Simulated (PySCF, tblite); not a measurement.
Rigid-rotor lines calculated for a species of formula C7H9F (commonest isotopes; PBE0/pcSseg-1 in PySCF (dipole) on a GFN2-xTB geometry, gas phase), labelled J(Ka,Kc):

```csv
transition,MHz
"2(0,2) ← 1(0,1)",3427.2
"2(1,2) ← 1(1,1)",3369.5
"1(1,1) ← 0(0,0)",5322.9
"2(1,1) ← 1(1,0)",3486.3
"1(0,1) ← 0(0,0)",1714.0
```

(1) Find the rotational constants.

(2) What moments of inertia, asymmetry and inertial defect follow?

(3) Which dipole components do these lines need?

(4) Predict further lines from these constants: 4(3,1) ← 4(2,2); 3(2,2) ← 2(1,2); 2(2,1) ← 2(1,1); 2(2,0) ← 2(1,1); 3(2,2) ← 3(1,3); 4(2,3) ← 3(1,2); 4(4,0) ← 4(3,1); 4(2,2) ← 4(1,3); 4(4,0) ← 3(3,0).

(5) Which structure gave them?

Results:

(1) 1(0,1) ← 0(0,0) is B + C, 2(1,1) ← 1(1,0) is 3B + C and 2(1,2) ← 1(1,1) is B + 3C, so B − C is half the difference of the last two, 58.4 MHz. 1(1,1) ← 0(0,0) is A + C. A = 4495.2, B = 886.2, C = 827.8 MHz.

(2) I = 505379 MHz·u·Å² over each constant: Ia = 112.43, Ib = 570.28, Ic = 610.53 u·Å²; κ = (2B − A − C)/(A − C) = -0.968 (near-prolate asymmetric top); Δ = Ic − Ia − Ib = -72.18 u·Å².

(3) μa and μb (a-type: ΔKa even, ΔKc odd; b-type: both odd). The calculation gives |μa| = 1.18 D, |μb| = 1.55 D, |μc| = 0.15 D.

(4) 
```
     transition    MHz  type  branch
4(2,2) ← 4(1,3)  10634     b       Q
2(2,1) ← 2(1,1)  10827     c       Q
2(2,0) ← 2(1,1)  10828     b       Q
3(2,2) ← 3(1,3)  11090     b       Q
3(2,2) ← 2(1,2)  16144     c       R
4(2,3) ← 3(1,2)  17595     b       R
4(3,1) ← 4(2,2)  18183     b       Q
4(4,0) ← 4(3,1)  25466     b       Q
4(4,0) ← 3(3,0)  32323     c       R
```

(5) `C#CC/C(C)=C/CF`, point group C1. Three constants can't fix a structure by themselves; this is the one that was computed:
```
atom  x, y, z in Å
C1    -2.826    1.567    0.718
C2    -2.187    0.848    0.006
C3    -1.392   -0.034   -0.827
C4    -0.030   -0.263   -0.216
C5    -0.045   -1.012    1.080
C6     1.069    0.180   -0.810
C7     2.466    0.004   -0.299
F8     3.368    0.493   -1.212
H9    -3.397    2.204    1.325
H10   -1.918   -0.991   -0.919
H11   -1.297    0.406   -1.823
H12   -0.816   -0.602    1.730
H13   -0.285   -2.061    0.903
H14    0.912   -0.958    1.590
H15    1.012    0.721   -1.744
H16    2.636    0.561    0.632
H17    2.722   -1.051   -0.144
```

The values belong to one conformer (point group C1) with, in the numbering `[CH:1]#[C:2][CH2:3]/[C:4]([CH3:5])=[CH:6]/[CH2:7][F:8]`, C2–C3–C4–C5 66°, C4–C6–C7–F8 175°. Its GFN2-xTB frequencies are all real (lowest 32 cm⁻¹). No vibrational averaging or centrifugal distortion is included, and the geometry carries the error of its method. A rigid rotor knows nothing of internal rotation, which can split or shift real lines.

Time: 43 s; peak memory 0.82 GiB. Hardware: one thread, Arm Neoverse N1 (aarch64), no GPU, on a shared host. This is the PBE0/pcSseg-1 job that gave the dipole, with the shieldings it also computed.
